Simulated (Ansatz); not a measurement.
Born–Oppenheimer molecular dynamics of BrCl2F2H2OTa (9 atoms, charge 0, multiplicity 1). It starts at the highest image of a converged band, a first-order saddle point between two minima.

Method: RHF/def2-SVP in Ansatz.

| Item | Value |
| --- | --- |
| ensemble | NVE (velocity Verlet) |
| time step | 0.5 fs |
| steps asked | 200 |
| starting velocities drawn for | 100 K |
| seed | 3077 |

First frame:

```xyz
9
Properties=species:S:1:pos:R:3
Ta -0.164 -0.279 -0.112
F 1.835 0.241 -0.319
F 0.439 -0.827 1.574
Cl -0.329 0.181 -2.412
O -0.792 1.331 0.445
H -1.108 2.185 0.694
Cl -2.033 -1.620 -0.023
Br 1.629 -2.411 -0.895
H 2.167 -0.868 -0.614
```

Q: How far do the bonds stretch over the last three quarters of this one trajectory? (Pairs bonded in most of those frames.)

A: 
| bond | mean (Å) | spread (Å) | shortest | longest |
| --- | --- | --- | --- | --- |
| Ta1–F2 | 1.882 | 0.068 | 1.79 | 2.00 |
| Ta1–F3 | 1.882 | 0.016 | 1.85 | 1.91 |
| Ta1–Cl4 | 2.369 | 0.030 | 2.31 | 2.41 |
| Ta1–O5 | 1.820 | 0.014 | 1.80 | 1.85 |
| Ta1–Cl7 | 2.373 | 0.037 | 2.30 | 2.42 |
| Ta1–Br8 | 3.130 | 0.178 | 2.89 | 3.46 |
| O5–H6 | 0.947 | 0.009 | 0.93 | 0.96 |
| Br8–H9 | 1.418 | 0.024 | 1.38 | 1.46 |

Mean temperature of the second half: 793 K. The conserved energy stayed within 0.035 meV per atom of its start (net change 0.012 meV per atom), so the integration is sound. The system heated up, since it started high on the potential surface and ran downhill. A run of 0.1 ps of so small a system gives no equilibrium averages. The orbitals stay closed-shell, which can raise the energy where a bond breaks towards radicals; this wasn't checked here.

Run time: 15 min on 4 threads of Arm Neoverse N1 (shared host), peak memory 0.52 GiB.
